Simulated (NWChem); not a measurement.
ZrBr$_{4}$; SMILES [Br][Zr]([Br])([Br])[Br]

Results from NWChem. The geometry was optimised at PBE-D3(BJ)/def2-SVP (def2 core potentials past Kr). Not confirmed as a minimum by frequencies.

Problem. Predict the results for B3LYP/STO-3G (all-electron, non-relativistic). Quantities: highest occupied level (eV); orbital gap (eV).

Solution. 
```json
{
 "highest occupied level (eV)": "-5.57",
 "orbital gap (eV)": "7.11"
}
```
